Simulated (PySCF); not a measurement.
B(OH)(SeH)2 (BH3OSe2), SMILES B(O)([SeH])[SeH].

The structure is a stationary point at PBE0-D3(BJ)/def2-SVP. This is a generated structure with no PubChem entry under its InChIKey; it may be hypothetical. The values are those of a single conformer.

Two levels are set side by side: TDA-PBE/def2-SVPD (PySCF) and TDA-CAM-B3LYP/def2-SVPD (PySCF). Vertical, same geometry. The lowest singlet is HOMO→LUMO 99 % with PBE and HOMO→LUMO 68 %, HOMO→LUMO+1 14 % with the other functional; states are paired by order. Differences are taken from unrounded values.

```csv
quantity,TDA-CAM-B3LYP
lowest singlet excitation (eV),5.14
lowest triplet excitation (TDA) (eV),4.78
first bright state (f over 0.05) (eV),5.94
its oscillator strength,0.24
```

### Question
What does TDA-PBE give, and how far is it from TDA-CAM-B3LYP? (Estimate from the structure and the level; the computed values follow.)

### Answer

```tsv
quantity	TDA-PBE	TDA-PBE minus TDA-CAM-B3LYP
lowest singlet excitation (eV)	4.46	-0.68
lowest triplet excitation (TDA) (eV)	4.27	-0.51
first bright state (f over 0.05) (eV)	5.33	-0.62
its oscillator strength	0.21	-0.02
```

A lower first singlet is the usual sign of a functional without exact exchange. Differences between two approximate levels are no errors against the true value.

Rough cost on one machine, each run with all the roots and properties that it gave: TDA-CAM-B3LYP against TDA-PBE about 5 times.
